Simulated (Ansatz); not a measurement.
Consider the formal exchange of groups at the Se–In bond: `[OH][In]([SH])[SeH]` + `C1=NC1` → `[SeH]C1=NC1` + `[OH][InH][SH]`.

Gas-phase electronic energies from Ansatz, PBE0-D4/def2-TZVP geometries. CBS: MP2 limit from def2 TZ/QZ plus the TZ coupled-cluster correction, frozen cores. DFT in def2-TZVPP. def2 core potentials past Kr. For In, Se outer-core shells are correlated without core-valence functions, which leaves a few kJ/mol of doubt a bond. Scalar relativity is left out up to krypton. One conformer a species, not always the lowest.

(1) Is it downhill or uphill in electronic energy at CCSD(T)/CBS, and by how much? (An estimate is asked.)

(2) What do these levels give: PBE-D4, B2PLYP, PBE, r2SCAN, PBE0, HF/def2-TZVPP, MP2/def2-TZVPP, SCS-MP2/def2-TZVPP, CCSD/def2-TZVPP, CCSD(T)/def2-TZVPP, MP2/def2-QZVPP, HF/CBS(def2)? (An estimate is asked.)

Largest T1 diagnostic among the species: 0.016.

Answers

(1) Ansatz gave: Uphill: ΔE = +132.1 kJ/mol.

(2) Ansatz gave: PBE-D4 111.8, B2PLYP 123.8, PBE 112.6, r2SCAN 117.9, PBE0 121.2, HF/def2-TZVPP 141.8, MP2/def2-TZVPP 124.2, SCS-MP2/def2-TZVPP 123.8, CCSD/def2-TZVPP 126.8, CCSD(T)/def2-TZVPP 123.9, MP2/def2-QZVPP 128.7, HF/CBS(def2) 141.3 kJ/mol.

From PBE to PBE0 (25 % exact exchange), in def2-TZVPP and without D4, ΔE moves by +8.6 kJ/mol. In def2-TZVPP, CCSD(T) changes the Hartree–Fock value by −17.9 kJ/mol (the triples alone add −2.9 kJ/mol) and MP2 by −17.6 kJ/mol.
